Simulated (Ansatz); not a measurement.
Species: C6H11, charge 0, multiplicity 2. It need not be the lowest isomer of its formula. 
Geometry from a B3LYP-D3(BJ)/def2-TZVP (Ansatz, a quantum-chemistry and plane-wave program) optimisation:
SMILES: C=C(C)C[CH]C
```xyz
17

C      2.2594    -0.3517    -1.0017
C      1.4301     0.4297    -0.0503
C      0.4100    -0.2041     0.8386
C     -1.0142     0.0622     0.3877
C     -1.8516     0.7913     1.1202
C     -1.4083    -0.5291    -0.9349
H      3.1172     0.2202    -1.3595
H      1.6906    -0.6617    -1.8927
H      2.6295    -1.2754    -0.5445
H      1.4329     1.5118    -0.1116
H      0.5770    -1.2870     0.8685
H      0.5193     0.1656     1.8638
H     -2.8649     0.9909     0.7934
H     -1.5513     1.2121     2.0721
H     -2.4496    -0.3164    -1.1748
H     -1.2691    -1.6145    -0.9314
H     -0.7837    -0.1349    -1.7409
```
Charge 0, spin multiplicity 2.

Wanted: atomisation energy (electronic, to ground-state atoms), in kJ/mol. Valence correlation only, unless marked. UHF or UKS for open shells. Spin-orbit coupling is left out. Non-relativistic unless marked X2C. The coupled-cluster limit lacks core correlation, which all-electron functionals hold. CBS(X,Y): correlation extrapolated as X^-3; Hartree-Fock from the larger set. The bracket is a focal-point correction in the basis named.

| level | program | atomisation energy (kJ/mol) |
|---|---|---|
| revPBE-D3(BJ)/def2-TZVPD | Ansatz + dftd3 | (withheld) |
| B3LYP-D4/def2-TZVPD | Ansatz + dftd4 | 6877.6 |
| PBE0-D4/def2-TZVPD | Ansatz + dftd4 | 6931.5 |
| PBE0/def2-TZVPD | Ansatz | 6903.1 |
| B2PLYP-D4/def2-TZVPD | Ansatz + dftd4 | 6806.0 |
| X2C-CCSD(T)/cc-pVTZ-DK | Ansatz | (withheld) |
| RI-MP2/CBS(cc-pVTZ,cc-pVQZ)+[CCSD(T)-MP2]/cc-pVTZ | Ansatz | 6855.8 |

### Question
What belongs in the gaps?

### Answer

- revPBE-D3(BJ)/def2-TZVPD, atomisation energy (kJ/mol): 6850.2
- X2C-CCSD(T)/cc-pVTZ-DK, atomisation energy (kJ/mol): 6703.5
